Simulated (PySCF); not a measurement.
Two probes of the same atoms: core binding energy and nuclear shielding

C6H9N3.
Z-matrix (Å and degrees, PBE0-D3(BJ)/def2-SVP geometry), rows numbered from 1:
```
C 
C   1  1.5234
C   2  1.4974  1  112.75
N   3  1.3422  2  117.99  1    56.63
C   4  1.3153  3  115.94  2  -179.85
C   5  1.4061  4  121.26  3     0.12
C   6  1.4932  5  122.97  4   179.90
N   6  1.3301  5  119.13  4    -0.09
N   8  1.3151  6  119.89  5     0.06
H   1  1.1009  2  111.15  3    62.09
H   1  1.0998  2  110.51  3   -57.78
H   1  1.0997  2  110.85  3  -177.93
H   2  1.1036  1  109.48  3   119.91
H   2  1.0987  1  111.70  3  -121.22
H   5  1.0978  4  117.77  3  -179.82
H   7  1.0972  6  109.06  5  -178.16
H   7  1.1010  6  111.27  5   -57.87
H   7  1.1012  6  111.19  5    61.84
```

Binding energies: PySCF, delta-SCF UKS SCAN, pcX-2 on the ionised atom, pcseg-1 elsewhere, spin-free X2C. Shieldings: GIAO PBE0/pcSseg-1, non-relativistic, same geometry.

```tsv
atom	C 1s (eV)
C1	290.61
C2	290.80
C3	292.25
C5	291.98
C6	291.75
C7	291.20
```

What are the absolute isotropic shieldings of these atoms?

| atom | environment | C 1s (eV) | isotropic shielding (ppm) |
| --- | --- | --- | --- |
| C1 | methyl carbon | 290.61 | 169.3 |
| C2 | benzylic-type carbon | 290.80 | 150.7 |
| C7 | benzylic-type carbon | 291.20 | 162.9 |
| C6 | substituted aromatic carbon | 291.75 | 23.2 |
| C5 | aromatic CH next to a ring nitrogen | 291.98 | 32.1 |
| C3 | substituted aromatic carbon | 292.25 | 9.5 |

Among the listed atoms, is the one with the highest binding energy also the least shielded?

Yes: C3 has both (292.25 eV, 9.5 ppm).

Over these 6 sites the two quantities correlate at r = -0.94. By binding energy: C1 < C2 < C7 < C6 < C5 < C3. By shielding: C3 < C6 < C5 < C2 < C7 < C1.

Isolated species at its PBE0-D3(BJ)/def2-SVP geometry (one conformer only).
